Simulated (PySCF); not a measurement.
**Gas-phase XPS of TiPhCl3, computed**

TiPhCl3, C6H5Cl3Ti (singlet state).
Bonds: Ti1–C2, Ti1–Cl13, Ti1–Cl14, Ti1–Cl15, C2–C3, C2–C7, C3–C4, C4–C5, C5–C6, C6–C7. Hydrogens: H8 on C3; H9 on C4; H10 on C5; H11 on C6; H12 on C7.

Method used: delta-SCF UKS SCAN, pcX-2 on the ionised atom (unc-x2c-TZVPall on a metal), pcseg-1 elsewhere, spin-free X2C (PySCF). Vertical ΔSCF values, vacuum level as zero.

List the computed XPS lines with their assignment.

```
       atom(s)                    environment     level  binding energy (eV)  2p1/2 (eV)  above the level's lowest (eV)  count
Cl13/Cl14/Cl15          chlorine bonded to Ti  Cl 2p3/2               205.49      207.14                           0.00      3
            C2    carbon bonded to 2 C and Ti      C 1s               289.85           –                           0.00      1
         C3/C7     carbon bonded to 2 C and H      C 1s               290.57           –                          +0.72      2
         C4/C6     carbon bonded to 2 C and H      C 1s               290.58           –                          +0.73      2
            C5     carbon bonded to 2 C and H      C 1s               290.62           –                          +0.77      1
           Ti1  titanium bonded to C and 3 Cl  Ti 2p3/2               463.10      468.82                           0.00      1
Cl13/Cl14/Cl15          chlorine bonded to Ti     Cl 1s              2828.10           –                           0.00      3
```

Lowest listed C 1s: C2, bonded to 2 C and Ti. Highest, 0.77 eV above it: C5, bonded to 2 C and H. The widest gap between neighbouring values is 0.72 eV, between 289.85 and 290.57 eV. The values 290.57, 290.58 and 290.62 eV lie too close for their order to be trusted.

Which effective nuclear charge Zeff reproduces each element's mean 1s value in the hydrogen-like formula E = 13.606 eV × Zeff²?

C (Z = 6): mean 290.5 eV, Zeff = 4.62, Z − Zeff = 1.38; Cl (Z = 17): mean 2828.1 eV, Zeff = 14.42, Z − Zeff = 2.58. Means run over the listed sites, weighted by atom count.

Topologically equivalent atoms share the value of their first member; where this conformer doesn't relate them by symmetry, their own values could differ. The unrestricted hole states depart most from a pure doublet (⟨S²⟩ = 0.75; over 0.85 named) for Ti 2p3/2 of Ti1 (0.99), which makes this value less certain. For 2p shells one spin-free hole was relaxed; a mean-field spin–orbit operator and the ground-state splitting of the three 2p orbitals were then diagonalised within the shell. The shell's mean is (2 × 2p3/2 + 2p1/2)/3, and the degeneracies 2j + 1 give areas of 2:1. 2p1/2 minus 2p3/2 (ligand field included): Ti 5.72 eV, Cl 1.65 eV. Satellites of the metal's 2p lines aren't described. Geometry: PBE0-D3(BJ)/def2-SVP; no solvent, vibrations or thermal averaging. Metal 2p energies of this one-determinant scheme are less reliable than its 1s energies.

Hardware: 2 threads of an Intel Xeon 6975P-C (shared host). Cost: 98 s wall, 4.1 min CPU, 1.2 GiB resident at most.
